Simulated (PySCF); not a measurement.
Isomers of H7NOSi2, mass 93.007 u with the commonest isotopes. Method: PBE0-D3(BJ)/def2-SVP geometry optimisation, gas phase in PySCF 2.14.0. One conformer each, none proved a minimum here; rigid rotors.

Question: Order these by dipole moment, smallest first.
A. `[NH2:1][SiH2:2][O:3][SiH3:4]` with H–N1–Si2–O3 -71° and 83°, N1–Si2–O3–Si4 -45°
B. `[OH:1][SiH2:2][NH:3][SiH3:4]` with H–O1–Si2–N3 61°, O1–Si2–N3–Si4 -110°
C. `[NH2:1][SiH2:2][SiH2:3][OH:4]` with H–N1–Si2–Si3 -51° and 169°, N1–Si2–Si3–O4 167°, Si2–Si3–O4–H -47°

Answer: B (1.26 D), A (1.79 D), C (2.48 D).

Question: Order these by rotational constant B, smallest first.
A. `[NH2:1][SiH2:2][SiH2:3][OH:4]` with H–N1–Si2–Si3 -51° and 169°, N1–Si2–Si3–O4 167°, Si2–Si3–O4–H -47°
B. `[OH:1][SiH2:2][NH:3][SiH3:4]` with H–O1–Si2–N3 61°, O1–Si2–N3–Si4 -110°
C. `[NH2:1][SiH2:2][O:3][SiH3:4]` with H–N1–Si2–O3 -71° and 83°, N1–Si2–O3–Si4 -45°

Answer: B (1907 MHz), A (2012 MHz), C (2235 MHz).

Question: Order these by out-of-plane moment Σ m c² = (Ia + Ib − Ic)/2, smallest first.
A. `[NH2:1][SiH2:2][O:3][SiH3:4]` with H–N1–Si2–O3 -71° and 83°, N1–Si2–O3–Si4 -45°
B. `[NH2:1][SiH2:2][SiH2:3][OH:4]` with H–N1–Si2–Si3 -51° and 169°, N1–Si2–Si3–O4 167°, Si2–Si3–O4–H -47°
C. `[OH:1][SiH2:2][NH:3][SiH3:4]` with H–O1–Si2–N3 61°, O1–Si2–N3–Si4 -110°

Answer: B (7.79 u·Å²), A (8.80 u·Å²), C (14.47 u·Å²).

```
        SMILES  point group  Ia (u·Å²)  Ib (u·Å²)  Ic (u·Å²)      κ  μa (D)  μb (D)  μc (D)
N[SiH2]O[SiH3]           C1      49.75     226.14     258.31  -0.93    0.46    1.73    0.03
O[SiH2]N[SiH3]           C1      39.88     264.97     275.90  -0.99    0.84    0.88    0.30
N[SiH2][SiH2]O           C1      46.74     251.18     282.34  -0.95    1.84    0.25    1.65
```
